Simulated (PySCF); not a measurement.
C6H15B (SMILES CCB(CC)CC), singlet, at a GFN2-xTB geometry. Base run: PySCF with CCSD(T)/STO-3G.

PySCF was given this input:
```python
from pyscf import gto, scf, cc

mol = gto.M(
    atom='''
B     0.109600    0.054480    0.167649
C     1.349719    0.267344   -0.788501
C     1.182057   -0.089744   -2.266393
H     2.214754   -0.275341   -0.394563
H     1.632943    1.324184   -0.719343
H     0.379117    0.489177   -2.715729
H     0.945406   -1.145521   -2.378715
H     2.096808    0.112688   -2.821453
C    -1.355042   -0.205695   -0.378955
C    -2.043023    1.139150   -0.670997
H    -1.971869   -0.741091    0.346417
H    -1.363312   -0.791903   -1.299432
H    -1.490296    1.698357   -1.422224
H    -2.094965    1.744766    0.231117
H    -3.055621    0.980659   -1.036904
C     0.341278    0.140640    1.736088
C     0.495445   -1.272201    2.323579
H    -0.502159    0.617165    2.241404
H     1.235332    0.711156    1.997752
H     1.352923   -1.776097    1.883051
H    -0.390019   -1.870002    2.120280
H     0.640357   -1.227561    3.401171
''',
    basis='sto-3g',
    charge=0,
    spin=0,
    verbose=4,
)

mf = scf.RHF(mol)
mf.kernel()

mycc = cc.CCSD(mf)
mycc.kernel()
et = mycc.ccsd_t()
print('E(CCSD(T)) = %.10f' % (mycc.e_tot + et))
```

Variants of this job, named by their change:

```
change                                ΔE vs base (mEh)  MP2 correlation (Eh)  CC correlation without the perturbative part (Eh)  basis functions
------------------------------------  ----------------  --------------------  -------------------------------------------------  ---------------
base                                             0.000              -0.34438                                           -0.45566               50
cart = on                                        0.000              -0.34438                                           -0.45566               50
density fitting = JK and correlation            -0.816              -0.34427                                           -0.45558               50
cc.diis_space = 10                               0.000              -0.34438                                           -0.45566               50
frozen = 8                                           ?                     ?                                                  ?               50
method = ccsd                                    3.178              -0.34438                                           -0.45566               50
frozen = 6                                       2.694              -0.34141                                           -0.45301               50
method = cisd                                        ?                     -                                                  -               50
cc.conv_tol = 1e-9                               0.000              -0.34438                                           -0.45566               50
cc.conv_tol = 1e-5                               0.000              -0.34438                                           -0.45566               50
```

Problem. What belongs in the gaps?

Solution. 
- frozen = 8, ΔE vs base (mEh): 34.796
- frozen = 8, MP2 correlation (Eh): -0.31893
- frozen = 8, CC correlation without the perturbative part (Eh): -0.42100
- method = cisd, ΔE vs base (mEh): 75.890
